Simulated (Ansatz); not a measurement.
`[SiH3][BH][GeH2][Cl]` + `CCCO` → `CCCO[SiH3]` + `[BH2][GeH2][Cl]`  (cleavage of the Si–B bond)

Calculated with Ansatz (gas phase, PBE0-D4/def2-TZVP geometries, no zero-point term in ΔE). CCSD(T)/CBS is the MP2 limit (def2-TZVPP, def2-QZVPP) plus CCSD(T) − MP2 in def2-TZVPP, frozen cores. DFT in def2-TZVPP. B3LYP here is the variant with VWN-RPA as its local correlation; programs differ in this. For Ge outer-core shells are correlated without core-valence functions, which leaves a few kJ/mol of doubt a bond. Scalar relativity is left out up to krypton. One conformer a species, not always the lowest.

(1) Is it downhill or uphill in electronic energy at CCSD(T)/CBS, and by how much? (Estimate.)

(2) What do these levels give: PBE-D4, PBE0-D4, ωB97X-V, r2SCAN, PBE0, B3LYP, HF/def2-TZVPP, MP2/def2-TZVPP, SCS-MP2/def2-TZVPP, CCSD/def2-TZVPP, HF/def2-QZVPP, CCSD/CBS(def2)? (Best estimate.)

Largest T1 diagnostic among the species: 0.012.

## Answers

(1) The calculation gave: Downhill: ΔE = -23.2 kcal/mol.

(2) Ansatz gave: PBE-D4 -17.8, PBE0-D4 -19.7, ωB97X-V -23.3, r2SCAN -21.8, PBE0 -19.6, B3LYP -23.5, HF/def2-TZVPP -29.0, MP2/def2-TZVPP -25.3, SCS-MP2/def2-TZVPP -26.2, CCSD/def2-TZVPP -23.9, HF/def2-QZVPP -29.5, CCSD/CBS(def2) -23.9 kcal/mol.

In def2-TZVPP, CCSD(T) changes the Hartree–Fock value by +5.9 kcal/mol (the triples alone add +0.7 kcal/mol) and MP2 by +3.7 kcal/mol. From PBE to PBE0 (25 % exact exchange), in def2-TZVPP and without D4, ΔE moves by −1.9 kcal/mol.
